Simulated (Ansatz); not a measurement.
C18H15BrTe⁺, that is triphenyltelluronium bromide with one electron fewer. Charge 1, multiplicity 2. Geometry PBE-D4/def2-SVP, that of the neutral singlet; atoms count from 1.

```xyz
35

Br   -3.860    0.563    1.481
C     3.913    1.661    0.686
C     3.412    0.355    0.555
C     2.031    0.114    0.653
C     1.144    1.182    0.884
Te   -1.077    1.014    1.115
C    -0.889   -1.108    1.398
C    -0.154   -1.578    2.497
C    -0.053   -2.964    2.708
C    -0.675   -3.858    1.824
C    -1.407   -3.371    0.729
C    -1.527   -1.989    0.514
C    -1.332    1.037   -1.051
C    -0.221    0.881   -1.898
C    -0.411    0.926   -3.288
C    -1.691    1.140   -3.823
C    -2.789    1.306   -2.965
C    -2.617    1.253   -1.572
C     1.652    2.486    1.024
C     3.032    2.728    0.920
H     4.995    1.846    0.609
H     4.101   -0.484    0.374
H     1.651   -0.913    0.542
H     0.349   -0.881    3.185
H     0.516   -3.342    3.571
H    -0.592   -4.943    1.991
H    -1.901   -4.071    0.038
H    -2.128   -1.603   -0.322
H     0.787    0.725   -1.490
H     0.456    0.794   -3.954
H    -1.832    1.179   -4.914
H    -3.797    1.476   -3.375
H    -3.477    1.351   -0.887
H     0.969    3.333    1.216
H     3.420    3.753    1.026
```

In the def2 sets Te takes a core potential; there is no spin–orbit coupling. Single mean-field runs in def2-TZVP are fitted with def2-universal-jkfit.

**Question.** Estimate the Mulliken populations of the heavy atoms from the PBE0/def2-TZVP orbitals of Ansatz.

**Answer.** 
| atom | charge (e) | spin (α − β) |
| --- | --- | --- |
| Br1 | -0.11 | 0.62 |
| C2 | -0.09 | 0.00 |
| C3 | -0.12 | 0.02 |
| C4 | -0.18 | 0.00 |
| C5 | 0.01 | 0.23 |
| Te6 | 0.66 | 0.09 |
| C7 | 0.12 | 0.00 |
| C8 | -0.26 | 0.01 |
| C9 | -0.09 | 0.00 |
| C10 | -0.11 | 0.01 |
| C11 | -0.12 | 0.00 |
| C12 | -0.19 | 0.00 |
| C13 | 0.02 | 0.00 |
| C14 | -0.13 | 0.00 |
| C15 | -0.16 | 0.00 |
| C16 | -0.08 | 0.01 |
| C17 | -0.15 | 0.00 |
| C18 | -0.17 | 0.00 |
| C19 | -0.17 | 0.00 |
| C20 | -0.14 | 0.01 |
Mulliken values and Mayer orders depend strongly on the basis.

**Question.** Where does the spin sit?

**Answer.** Summed by element: Br 0.62, C 0.28, Te 0.09, H 0.01, of 1 unpaired in all. Largest on single atoms: Br1 0.62, C5 0.23, Te6 0.09.

**Question.** And the Mayer bond orders between bonded heavy atoms (over 0.3)?

**Answer.** Br1–Te6 0.56 (2.84 Å); C2–C3 1.41 (1.40 Å); C2–C20 1.42 (1.40 Å); C3–C4 1.42 (1.41 Å); C4–C5 1.29 (1.41 Å); C5–Te6 0.83 (2.24 Å); C5–C19 1.39 (1.41 Å); Te6–C7 0.95 (2.15 Å); Te6–C13 0.97 (2.18 Å); C7–C8 1.34 (1.40 Å); C7–C12 1.35 (1.40 Å); C8–C9 1.42 (1.40 Å); C9–C10 1.42 (1.40 Å); C10–C11 1.40 (1.40 Å); C11–C12 1.43 (1.40 Å); C13–C14 1.33 (1.41 Å); C13–C18 1.35 (1.40 Å); C14–C15 1.44 (1.40 Å); C15–C16 1.40 (1.40 Å); C16–C17 1.41 (1.40 Å); C17–C18 1.43 (1.40 Å); C19–C20 1.44 (1.40 Å).
